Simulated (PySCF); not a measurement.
Cl3FTi, SMILES [F][Ti]([Cl])([Cl])[Cl], multiplicity 1. Heavy atoms are numbered as in [F:1][Ti:2]([Cl:3])([Cl:4])[Cl:5].

The structure is a stationary point at ωB97X-D3(BJ)/def2-SVP. The spin state was assumed, not searched.

Method: PySCF with PBE/pcSseg-1.

GIAO shieldings, no solvent; atoms alike by connectivity are averaged. δ = σ(ref) − σ: ¹⁹F against CFCl3 (σ = 133.6 ppm); ³⁵Cl against HCl (σ = 936.5 ppm), references at their B3LYP-D3(BJ)/def2-TZVP geometries, non-relativistic (without spin–orbit terms, shifts of atoms bonded to Cl or Br come out too high).

| nucleus | atoms | count | δ (ppm) |
|---|---|---|---|
| ¹⁹F | F1 | 1 | 396.2 |
| ³⁵Cl | Cl3 | 3 | 882.8 |
